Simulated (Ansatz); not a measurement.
# Interaction energy ladder

The pair of N2 (SMILES N#N, atoms 1–2) and H2Te (SMILES [TeH2], atoms 3–5), both closed shells, in one local arrangement (a lower one may exist), relaxed at PBE0-D4/def2-TZVP:

```json
{"atom": "N1", "x (Å)": "-0.5319", "y (Å)": "-0.0749", "z (Å)": "-2.5829"}
{"atom": "N2", "x (Å)": "0.3569", "y (Å)": "-0.2535", "z (Å)": "-1.9787"}
{"atom": "Te3", "x (Å)": "-0.5248", "y (Å)": "-0.0960", "z (Å)": "1.9935"}
{"atom": "H4", "x (Å)": "0.7442", "y (Å)": "-0.8931", "z (Å)": "1.2904"}
{"atom": "H5", "x (Å)": "-0.0444", "y (Å)": "1.3175", "z (Å)": "1.2778"}
```

Ansatz 0.2.0; basis: def2-TZVPPD, with def2-QZVPPD for the basis limit; cores frozen in the correlated methods. Filled d shells of the heavier atoms are correlated. Core potentials replace the inner electrons of the atoms past krypton. The def2 sets are not built for correlating such inner shells, so the correlated values are less sure here. B3LYP uses VWN-RPA correlation. Extrapolation: Hartree–Fock as exp(−7.88 √X), correlation as X^−2.97. Interaction energies count from these two fragments, frozen as in the pair, with the counterpoise correction; negative means bound.

Question: What is the interaction energy by CCSD(T) at an estimated basis limit (MP2 extrapolated from triple and quadruple zeta, plus CCSD(T) − MP2 in triple zeta)? (Judge from chemistry; the value comes from the calculation.)

Answer: By the calculation: -0.45 kcal/mol. Hartree–Fock alone gives 0.44 kcal/mol at the basis limit, so without correlation the pair would not bind at this distance. It counts from the two fragments frozen as in the pair.

The same quantity by other methods in triple zeta, and each one's difference from that estimate:
```tsv
method	E_int (kcal/mol)	difference
PBE-D4	-0.68	-0.22
revPBE-D4	-0.41	0.04
BLYP-D4	-0.28	0.17
r2SCAN-D4	-0.44	0.01
B97M-V	-0.48	-0.03
PBE0-D4	-0.59	-0.14
B3LYP-D4	-0.41	0.05
HSE06-D4	-0.60	-0.15
wB97X-V	-0.52	-0.07
wB97M-V	-0.46	-0.01
B2PLYP	0.02	0.47
HF	0.44	0.89
MP2	-0.50	-0.05
CCSD	-0.23	0.22
CCSD(T)	-0.35	0.10
```
Differences are method less estimate.

Question: Which atoms make the shortest contact between the fragments?

Answer: N2 and H4, 3.35 Å apart.

Basis-set superposition shift (counterpoise-corrected less uncorrected): CCSD(T) 0.30; MP2 0.30; HF 0.02; PBE0-D4 0.03; wB97M-V 0.04 kcal/mol.

No T1 diagnostic of these runs exceeds 0.014.

For scale, one of the runs: CCSD(T)/def2-TZVPPD, 167 basis functions, launched by `ansatz run in.yaml --threads 2 --pin off --events-out ev --progress --plain --max-ram 5222MiB`. Time: 47 s of wall clock on 2 CPU threads of an Arm Neoverse V2; the host was shared. Peak host memory: 1.6 GiB.
